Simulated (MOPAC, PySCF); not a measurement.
H₄O₂Si, SMILES `O[SiH2]O` (H–O–Si–O torsion 66°, O–Si–O–H torsion 66°), neutral singlet in the gas phase. 

Cartesian coordinates (Å):
```xyz
7

O      1.1938    -0.1639    -0.8027
Si    -0.1105    -0.3918     0.1679
O     -0.9594     0.9830     0.4589
H      1.9113     0.3744    -0.4654
H      0.2922    -0.8527     1.5163
H     -0.9268    -1.3880    -0.5629
H     -1.4116     1.3922    -0.2804
```
Charge 0, spin multiplicity 1.

All levels are single points at this geometry (PBE0-D3(BJ)/def2-TZVP); Pople sets use spherical d functions. Orbital energies aren't observables, and empty levels follow the basis.

HF/6-31G* in PySCF gives HOMO (eV) = -12.48.

Task: Estimate the HOMO (eV) from each of these levels: PBE-D3(BJ)/def2-TZVP in PySCF; PBE0-D3(BJ)/def2-TZVP in PySCF; ωB97X-D3(BJ)/def2-TZVP in PySCF; B3LYP/3-21G in PySCF; B3LYP/6-31G* in PySCF; M06-2X/6-31G* in PySCF; HF/STO-3G in PySCF; PM3 in MOPAC.

Result: 
```json
[
 {"level": "PBE-D3(BJ)/def2-TZVP in PySCF", "HOMO (eV)": "-7.37"},
 {"level": "PBE0-D3(BJ)/def2-TZVP in PySCF", "HOMO (eV)": "-8.89"},
 {"level": "ωB97X-D3(BJ)/def2-TZVP in PySCF", "HOMO (eV)": "-11.45"},
 {"level": "B3LYP/3-21G in PySCF", "HOMO (eV)": "-8.14"},
 {"level": "B3LYP/6-31G* in PySCF", "HOMO (eV)": "-8.42"},
 {"level": "M06-2X/6-31G* in PySCF", "HOMO (eV)": "-10.11"},
 {"level": "HF/STO-3G in PySCF", "HOMO (eV)": "-9.39"},
 {"level": "PM3 in MOPAC", "HOMO (eV)": "-10.09"}
]
```
